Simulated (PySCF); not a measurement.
BFH4Si, SMILES FB[SiH3]. Coordinates come from a B3LYP-D3(BJ)/def2-TZVP optimisation.

TDDFT-B3LYP/def2-SVPD run with PySCF puts the lowest singlet excitations at 4.68, 6.62, 6.93, 7.12, 7.74, 8.10 eV.

Question: What are the lowest excitation roots from ADC(2)/aug-cc-pVDZ in PySCF? (Estimate from the structure and the level; the computed values follow.)

Answer: 4.95, 7.40, 7.92, 8.19, 8.20, 8.38 eV. S1 differs by 0.27 eV (second minus first; roots are paired by order, and the bases may differ).
